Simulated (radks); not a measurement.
Spherical quantum dot in the effective-mass picture: electrons in a parabolic well V = omega^2 r^2 / 2 with omega = 0.338, all in effective atomic units (hartree* = m*/eps^2 hartree, bohr* = eps/m* bohr), one dielectric constant everywhere. Calculated with a radial shooting solver with Libxc functionals: non-relativistic Kohn-Sham, exchange-only LDA, spin-polarised, spherical densities. Levels are named by radial order and angular momentum (1s, 1p, 1d, 2s, ...), and open shells are averaged over m. Results are scaled to m* = 0.148 and eps = 17, for which hartree* = 13.94 meV and bohr* = 6.078 nm.

N = 11, configuration 1s2 1p6 1d(up 3, down 0). This is the lowest configuration that the search found. Occupied and some empty levels:

| level | occupation | eigenvalue (meV) | <r> (nm) |
|---|---|---|---|
| 1s up | 1 | 46.615 | 18.40 |
| 1s down | 1 | 47.064 | 17.61 |
| 1p up | 3 | 48.585 | 22.17 |
| 1p down | 3 | 49.207 | 21.83 |
| 1d up | 3 | 50.983 | 24.86 |
| 1d down | 0 | 51.678 | 24.78 |
| 2s up | 0 | 51.925 | 20.97 |
| 2s down | 0 | 52.320 | 21.29 |
| 1f up | 0 | 53.720 | 27.06 |
| 1f down | 0 | 54.432 | 27.13 |
| 2p up | 0 | 54.958 | 23.99 |
| 2p down | 0 | 55.394 | 24.08 |

Energy (meV): total 341.402, kinetic 36.822, external 126.07, Hartree 208.65, exchange-correlation -30.145.

Electron density:

| r (nm) | n(r) (e/nm^3) |
|---|---|
| 0.923 | 0.00007323 |
| 3.24 | 0.00007834 |
| 5.56 | 0.00008831 |
| 7.88 | 0.0001014 |
| 10.2 | 0.0001152 |
| 12.5 | 0.0001269 |
| 14.8 | 0.0001336 |
| 17.2 | 0.0001329 |
| 19.5 | 0.0001238 |
| 21.8 | 0.0001067 |
| 24.1 | 0.00008427 |
| 26.4 | 0.00006043 |
| 28.7 | 0.00003897 |
| 31.1 | 0.00002251 |
| 33.4 | 0.00001159 |
| 35.7 | 5.293e-06 |
| 38.0 | 2.154e-06 |
| 40.3 | 7.768e-07 |
| 42.7 | 2.502e-07 |
| 45.0 | 7.177e-08 |
